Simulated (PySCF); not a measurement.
disilylmethane (CH₈Si₂), SMILES [SiH3]C[SiH3].

Coordinates come from a PBE0-D3(BJ)/def2-SVP optimisation.

These are PBE0-D3(BJ)/def2-SVP (PySCF) values and carry that method's errors.

Frequencies are harmonic and unscaled.

Computed harmonic wavenumbers and intensities:
```csv
mode,ν (cm⁻¹),IR (km/mol),moving atoms (share of kinetic energy)
1,95,0.0,H 99 %
2,148,0.2,"H 82 %, C 15 %"
3,168,0.5,"Si 55 %, H 28 %, C 17 %"
4,452,3.3,H 96 %
5,553,1.3,"Si 40 %, H 40 %, C 20 %"
6,568,0.8,"H 90 %, Si 10 %"
7,569,0.0,H 93 %
8,769,63.1,"H 54 %, C 33 %, Si 13 %"
9,770,54.5,"C 40 %, H 37 %, Si 23 %"
10,825,121.4,"H 64 %, C 27 %, Si 10 %"
11,910,326.9,H 93 %
12,943,66.5,H 97 %
13,946,0.0,H 98 %
14,947,125.7,H 95 %
15,951,25.4,"H 92 %, Si 8 %"
16,952,64.7,H 98 %
17,1026,0.0,H 96 %
18,1082,76.6,"H 59 %, C 38 %"
19,1375,9.3,H 92 %
20,2223,150.2,H 99 %
21,2227,54.9,H 96 %
22,2228,0.0,H 96 %
23,2228,44.5,H 97 %
24,2232,140.6,H 98 %
25,2233,221.0,H 96 %
26,3069,0.2,H 95 %
27,3137,0.0,"H 91 %, C 9 %"
```
